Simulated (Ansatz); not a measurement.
Ansatz (a first-principles code) input file for Sn(F)(Cl)(OH)2 (ClFH₂O₂Sn), SMILES [OH][Sn]([OH])([F])[Cl], PBE0-D3(BJ)/def2-SVP. 

Ansatz 0.2 input:
```yaml
crystal:
  periodic: [false, false, false]
  atoms:
    - {symbol: O, position_ang: [0.35337710, 1.92348898, 0.38288640]}
    - {symbol: Sn, position_ang: [-0.12130421, 0.10376278, 0.08645207]}
    - {symbol: O, position_ang: [-1.91745642, -0.03013235, -0.56861159]}
    - {symbol: F, position_ang: [-0.27230560, -0.72957533, 1.83613631]}
    - {symbol: Cl, position_ang: [1.39603235, -0.90796247, -1.18254183]}
    - {symbol: H, position_ang: [-0.27195413, 2.41072837, 0.92649342]}
    - {symbol: H, position_ang: [-2.43200031, -0.74418085, -0.18531116]}
basis:
  gaussian:
    orbitals: def2-SVP
hamiltonian:
  xc: pbe0
  dispersion: d3bj
relax: {f_tol: 0.002, max_steps: 200}
```

Program output:

```
WARN ansatz: RAYON_NUM_THREADS=1 ignored (pool sized by the plan → 1); use --threads N
Functional definition: PBE0
integrals: 0.05 GiB planned
1067 factors; integrals over basis functions are off by at most 2.1e-4 eV
mean field: 0.44 GiB planned
mean field evaluation 1: about -25169.8878 eV, gradient 7.4e1 eV
mean field evaluation 2: about -25149.9324 eV, gradient 1.3e2 eV
mean field evaluation 4: about -25179.4069 eV, gradient 7.2e0 eV
mean field evaluation 8: about -25179.5440 eV, gradient 1.0e-1 eV
mean field evaluation 16: about -25179.5440 eV, gradient 6.1e-5 eV
mean field -25179.54397785 eV, -925.3311738782 hartree, gradient 6.1e-5 eV, S^2 0.000000; 0 other end points of the search recorded, 0 dependent functions left out
the calculation of the forces begins
reference -25179.54400630 eV, -925.3311749237 hartree; 33, 33 occupied and 63, 63 virtual orbitals, 1067 factors
relax step   1: F+E_penalty+E_count = -25179.67448661 eV  Δ(F+E_penalty+E_count) = +0.000e0 eV  max|allowed force component| = 1.628e0 eV/Å  Δτ_max = 0.0000 Å  (26 SCF iters, accepted)
these checks for a lower state are left out or cut short: starts, cluster_reference, orbital_swaps, neighbouring_geometries, increment
integrals: 0.05 GiB planned
1067 factors; integrals over basis functions are off by at most 2.1e-4 eV
mean field: 0.44 GiB planned
mean field -25179.68539936 eV, -925.3363710228 hartree, gradient 1.8e-5 eV, S^2 0.000000; 0 other end points of the search recorded, 0 dependent functions left out
the calculation of the forces begins
[...]
relax step  10: F+E_penalty+E_count = -25179.82029215 eV  Δ(F+E_penalty+E_count) = +4.384e-3 eV  max|allowed force component| = 4.546e-1 eV/Å  Δτ_max = 0.1032 Å  (32 SCF iters, rejected (line search))
these checks for a lower state are left out or cut short: starts, cluster_reference, orbital_swaps, neighbouring_geometries, increment
integrals: 0.05 GiB planned
1067 factors; integrals over basis functions are off by at most 2.2e-4 eV
mean field: 0.44 GiB planned
mean field -25179.69650899 eV, -925.3367792939 hartree, gradient 1.5e-5 eV, S^2 0.000000; 0 other end points of the search recorded, 0 dependent functions left out
the calculation of the forces begins
reference -25179.69653721 eV, -925.3367803312 hartree; 33, 33 occupied and 63, 63 virtual orbitals, 1067 factors
relax step  11: F+E_penalty+E_count = -25179.82530278 eV  Δ(F+E_penalty+E_count) = -6.265e-4 eV  max|allowed force component| = 6.589e-2 eV/Å  Δτ_max = 0.0515 Å  (31 SCF iters, accepted)
these checks for a lower state are left out or cut short: starts, cluster_reference, orbital_swaps, neighbouring_geometries, increment
integrals: 0.05 GiB planned
1067 factors; integrals over basis functions are off by at most 2.2e-4 eV
mean field: 0.44 GiB planned
mean field -25179.69639089 eV, -925.3367749539 hartree, gradient 1.4e-5 eV, S^2 0.000000; 0 other end points of the search recorded, 0 dependent functions left out
the calculation of the forces begins
reference -25179.69641911 eV, -925.3367759909 hartree; 33, 33 occupied and 63, 63 virtual orbitals, 1067 factors
relax step  12: F+E_penalty+E_count = -25179.82518394 eV  Δ(F+E_penalty+E_count) = +1.188e-4 eV  max|allowed force component| = 1.649e-1 eV/Å  Δτ_max = 0.0441 Å  (32 SCF iters, rejected (line search))
these checks for a lower state are left out or cut short: starts, cluster_reference, orbital_swaps, neighbouring_geometries, increment
integrals: 0.05 GiB planned
1067 factors; integrals over basis functions are off by at most 2.2e-4 eV
mean field: 0.44 GiB planned
mean field evaluation 96: about -25179.6968 eV, gradient 8.8e-5 eV
mean field -25179.69679861 eV, -925.3367899375 hartree, gradient 1.3e-5 eV, S^2 0.000000; 0 other end points of the search recorded, 0 dependent functions left out
the calculation of the forces begins
reference -25179.69682683 eV, -925.3367909747 hartree; 33, 33 occupied and 63, 63 virtual orbitals, 1067 factors
relax step  13: F+E_penalty+E_count = -25179.82557831 eV  Δ(F+E_penalty+E_count) = -2.755e-4 eV  max|allowed force component| = 1.975e-2 eV/Å  Δτ_max = 0.0220 Å  (31 SCF iters, accepted)
these checks for a lower state are left out or cut short: starts, cluster_reference, orbital_swaps, neighbouring_geometries, increment
integrals: 0.05 GiB planned
1067 factors; integrals over basis functions are off by at most 2.2e-4 eV
mean field: 0.44 GiB planned
mean field -25179.69686613 eV, -925.3367924188 hartree, gradient 1.3e-5 eV, S^2 0.000000; 0 other end points of the search recorded, 0 dependent functions left out
the calculation of the forces begins
reference -25179.69689435 eV, -925.3367934557 hartree; 33, 33 occupied and 63, 63 virtual orbitals, 1067 factors
relax step  14: F+E_penalty+E_count = -25179.82566366 eV  Δ(F+E_penalty+E_count) = -8.535e-5 eV  max|allowed force component| = 1.265e-2 eV/Å  Δτ_max = 0.0124 Å  (33 SCF iters, accepted)
these checks for a lower state are left out or cut short: starts, cluster_reference, orbital_swaps, neighbouring_geometries, increment
integrals: 0.05 GiB planned
1067 factors; integrals over basis functions are off by at most 2.2e-4 eV
mean field: 0.44 GiB planned
mean field -25179.69667235 eV, -925.3367852974 hartree, gradient 1.5e-5 eV, S^2 0.000000; 0 other end points of the search recorded, 0 dependent functions left out
the calculation of the forces begins
reference -25179.69670055 eV, -925.3367863336 hartree; 33, 33 occupied and 63, 63 virtual orbitals, 1067 factors
relax step  15: F+E_penalty+E_count = -25179.82553334 eV  Δ(F+E_penalty+E_count) = +1.303e-4 eV  max|allowed force component| = 1.454e-1 eV/Å  Δτ_max = 0.0526 Å  (31 SCF iters, rejected (line search))
these checks for a lower state are left out or cut short: starts, cluster_reference, orbital_swaps, neighbouring_geometries, increment
integrals: 0.05 GiB planned
1067 factors; integrals over basis functions are off by at most 2.2e-4 eV
mean field: 0.44 GiB planned
mean field -25179.69699365 eV, -925.3367971051 hartree, gradient 1.3e-5 eV, S^2 0.000000; 0 other end points of the search recorded, 0 dependent functions left out
the calculation of the forces begins
reference -25179.69702187 eV, -925.3367981419 hartree; 33, 33 occupied and 63, 63 virtual orbitals, 1067 factors
relax step  16: F+E_penalty+E_count = -25179.82581573 eV  Δ(F+E_penalty+E_count) = -1.521e-4 eV  max|allowed force component| = 7.396e-3 eV/Å  Δτ_max = 0.0263 Å  (31 SCF iters, accepted)
these checks for a lower state are left out or cut short: starts, cluster_reference, orbital_swaps, neighbouring_geometries, increment
integrals: 0.05 GiB planned
1067 factors; integrals over basis functions are off by at most 2.2e-4 eV
mean field: 0.44 GiB planned
mean field -25179.69701573 eV, -925.3367979163 hartree, gradient 1.3e-5 eV, S^2 0.000000; 0 other end points of the search recorded, 0 dependent functions left out
the calculation of the forces begins
reference -25179.69704393 eV, -925.3367989528 hartree; 33, 33 occupied and 63, 63 virtual orbitals, 1067 factors
relax step  17: F+E_penalty+E_count = -25179.82583824 eV  Δ(F+E_penalty+E_count) = -2.251e-5 eV  max|allowed force component| = 5.936e-2 eV/Å  Δτ_max = 0.0274 Å  (31 SCF iters, accepted)
these checks for a lower state are left out or cut short: starts, cluster_reference, orbital_swaps, neighbouring_geometries, increment
integrals: 0.05 GiB planned
1067 factors; integrals over basis functions are off by at most 2.2e-4 eV
mean field: 0.44 GiB planned
mean field evaluation 128: about -25179.6443 eV, gradient 2.9e-1 eV
mean field -25179.69706488 eV, -925.3367997228 hartree, gradient 1.6e-5 eV, S^2 0.000000; 0 other end points of the search recorded, 0 dependent functions left out
the calculation of the forces begins
reference -25179.69709309 eV, -925.3368007594 hartree; 33, 33 occupied and 63, 63 virtual orbitals, 1067 factors
relax step  18: F+E_penalty+E_count = -25179.82589084 eV  Δ(F+E_penalty+E_count) = -5.260e-5 eV  max|allowed force component| = 1.691e-2 eV/Å  Δτ_max = 0.0031 Å  (25 SCF iters, accepted)
these checks for a lower state are left out or cut short: starts, cluster_reference, orbital_swaps, neighbouring_geometries, increment
integrals: 0.05 GiB planned
1067 factors; integrals over basis functions are off by at most 2.2e-4 eV
mean field: 0.44 GiB planned
mean field -25179.69707421 eV, -925.3368000655 hartree, gradient 8.8e-6 eV, S^2 0.000000; 0 other end points of the search recorded, 0 dependent functions left out
the calculation of the forces begins
reference -25179.69710242 eV, -925.3368011021 hartree; 33, 33 occupied and 63, 63 virtual orbitals, 1067 factors
relax step  19: F+E_penalty+E_count = -25179.82590469 eV  Δ(F+E_penalty+E_count) = -1.385e-5 eV  max|allowed force component| = 2.576e-3 eV/Å  Δτ_max = 0.0020 Å  (25 SCF iters, accepted)
these checks for a lower state are left out or cut short: starts, cluster_reference, orbital_swaps, neighbouring_geometries, increment
integrals: 0.05 GiB planned
1067 factors; integrals over basis functions are off by at most 2.2e-4 eV
mean field: 0.44 GiB planned
mean field -25179.69707913 eV, -925.3368002463 hartree, gradient 1.9e-5 eV, S^2 0.000000; 0 other end points of the search recorded, 0 dependent functions left out
the calculation of the forces begins
reference -25179.69710734 eV, -925.3368012829 hartree; 33, 33 occupied and 63, 63 virtual orbitals, 1067 factors
relax step  20: F+E_penalty+E_count = -25179.82591148 eV  Δ(F+E_penalty+E_count) = -6.786e-6 eV  max|allowed force component| = 4.508e-3 eV/Å  Δτ_max = 0.0053 Å  (24 SCF iters, accepted)
these checks for a lower state are left out or cut short: starts, cluster_reference, orbital_swaps, neighbouring_geometries, increment
integrals: 0.05 GiB planned
1067 factors; integrals over basis functions are off by at most 2.2e-4 eV
mean field: 0.44 GiB planned
mean field -25179.69708437 eV, -925.3368004389 hartree, gradient 1.2e-5 eV, S^2 0.000000; 0 other end points of the search recorded, 0 dependent functions left out
the calculation of the forces begins
reference -25179.69711257 eV, -925.3368014754 hartree; 33, 33 occupied and 63, 63 virtual orbitals, 1067 factors
relax step  21: F+E_penalty+E_count = -25179.82591501 eV  Δ(F+E_penalty+E_count) = -3.527e-6 eV  max|allowed force component| = 5.827e-3 eV/Å  Δτ_max = 0.0077 Å  (25 SCF iters, accepted)
these checks for a lower state are left out or cut short: starts, cluster_reference, orbital_swaps, neighbouring_geometries, increment
integrals: 0.05 GiB planned
1067 factors; integrals over basis functions are off by at most 2.2e-4 eV
mean field: 0.44 GiB planned
mean field -25179.69708159 eV, -925.3368003369 hartree, gradient 2.4e-5 eV, S^2 0.000000; 0 other end points of the search recorded, 0 dependent functions left out
the calculation of the forces begins
reference -25179.69710980 eV, -925.3368013734 hartree; 33, 33 occupied and 63, 63 virtual orbitals, 1067 factors
relax step  22: F+E_penalty+E_count = -25179.82591562 eV  Δ(F+E_penalty+E_count) = -6.154e-7 eV  max|allowed force component| = 1.678e-3 eV/Å  Δτ_max = 0.0004 Å  (21 SCF iters, accepted)
integrals: 0.05 GiB planned
1067 factors; integrals over basis functions are off by at most 2.2e-4 eV
mean field: 0.44 GiB planned
mean field evaluation 160: about -25179.4212 eV, gradient 9.9e0 eV
mean field -25179.69708159 eV, -925.3368003369 hartree, gradient 2.4e-5 eV, S^2 0.000000; 1 other end points of the search recorded, 0 dependent functions left out
the calculation of the forces begins
reference -25179.69710980 eV, -925.3368013734 hartree; 33, 33 occupied and 63, 63 virtual orbitals, 1067 factors
Total energy: -25179.82594383 eV, -925.3415359366 hartree
Atom 0 at     0.405939     1.948577     0.496985 Å, force    -0.001678     0.000453     0.000541 eV/Å
Atom 1 at    -0.146860     0.100318     0.206284 Å, force     0.000540     0.000167    -0.000634 eV/Å
Atom 2 at    -1.987471     0.083648    -0.461978 Å, force    -0.000083    -0.000239     0.000502 eV/Å
Atom 3 at    -0.154855    -0.884578     1.861323 Å, force    -0.000191     0.000211     0.000015 eV/Å
Atom 4 at     1.381713    -0.951166    -1.171865 Å, force     0.000034    -0.000121     0.000029 eV/Å
Atom 5 at    -0.356041     2.506644     0.702797 Å, force     0.001367    -0.000603    -0.000277 eV/Å
Atom 6 at    -2.408036    -0.777314    -0.338042 Å, force     0.000011     0.000133    -0.000176 eV/Å
Dipole moment:    -0.412907     0.067554    -0.082839 e Å
```

Self-consistency was reached.
